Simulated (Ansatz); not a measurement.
Level of theory: frozen-core CCSD(T)/def2-TZVPP // CAM-B3LYP-D3(BJ)/def2-TZVP in Ansatz (a quantum-chemistry and plane-wave program).

Ansatz 0.2 input:
```yaml
crystal:
  periodic: [false, false, false]
  atoms:
    - { symbol: N, position_ang: [-0.925249, -0.087615, 0.032233] }
    - { symbol: Al, position_ang: [1.002289, 0.095334, -0.034577] }
    - { symbol: H, position_ang: [-1.555376, -0.031198, -0.773385] }
    - { symbol: H, position_ang: [-1.477625, -0.258015, 0.877846] }
    - { symbol: H, position_ang: [1.610064, -1.316934, -0.253924] }
    - { symbol: H, position_ang: [1.345897, 1.598428, 0.151804] }
basis:
  gaussian: { orbitals: def2-TZVPP }
correlation:
  method: ccsd_t
total_charge: 1
magnetization:
  spin_polarized: true
  initial_magnetization: 1
```

Output:

```
Functional definition: HF
749 factors; integrals over basis functions are off by at most 1.3e-3 eV
mean field evaluation 1: about -8108.4110 eV, gradient 4.7e1 eV
mean field evaluation 2: about -8108.4123 eV, gradient 4.7e1 eV
mean field evaluation 4: about -8120.2786 eV, gradient 7.6e0 eV
mean field evaluation 8: about -8121.4618 eV, gradient 3.1e-1 eV
mean field evaluation 16: about -8111.7326 eV, gradient 4.3e1 eV
mean field evaluation 32: about -8114.1207 eV, gradient 8.0e0 eV
mean field evaluation 64: about -8115.7993 eV, gradient 3.1e0 eV
mean field evaluation 96: about -8115.7527 eV, gradient 8.6e-3 eV
mean field evaluation 128: about -8114.5887 eV, gradient 1.1e-3 eV
mean field evaluation 160: about -8113.7842 eV, gradient 5.5e-3 eV
mean field evaluation 192: about -8113.6641 eV, gradient 2.8e-1 eV
mean field evaluation 224: about -8114.3012 eV, gradient 3.3e-3 eV
mean field evaluation 256: about -8110.7069 eV, gradient 3.8e0 eV
mean field evaluation 288: about -8111.3379 eV, gradient 2.2e-1 eV
mean field -8121.46401122 eV, -298.4582974864 hartree, gradient 2.1e-6 eV, S^2 0.760691; 2 other end points of the search recorded, 0 dependent functions left out
6 core orbitals not correlated
reference -8121.46401122 eV, -298.4582974864 hartree; 6, 5 occupied and 117, 118 virtual orbitals, 749 factors
second order -6.72371865 eV of doubles, -0.00000000 eV of singles
cycle   1  -7.35035842 eV  change   -6.3e-1 eV  update   6.0e-2
cycle   2  -7.61371813 eV  change   -2.6e-1 eV  update   2.3e-2
cycle   3  -7.63928241 eV  change   -2.6e-2 eV  update   1.3e-2
cycle   4  -7.64092837 eV  change   -1.6e-3 eV  update   7.8e-3
cycle   5  -7.64412463 eV  change   -3.2e-3 eV  update   4.8e-3
cycle   6  -7.64515297 eV  change   -1.0e-3 eV  update   2.1e-3
cycle   7  -7.64538614 eV  change   -2.3e-4 eV  update   7.3e-4
cycle   8  -7.64540422 eV  change   -1.8e-5 eV  update   1.9e-4
cycle   9  -7.64534819 eV  change    5.6e-5 eV  update   6.6e-5
cycle  10  -7.64534103 eV  change    7.2e-6 eV  update   2.2e-5
cycle  11  -7.64534098 eV  change    5.3e-8 eV  update   8.4e-6
perturbative correction -0.19164047 eV, -0.0070426574 hartree
Total energy: -8129.30099267 eV, -298.7463012425 hartree
```

Cost: very roughly 70 core-seconds.
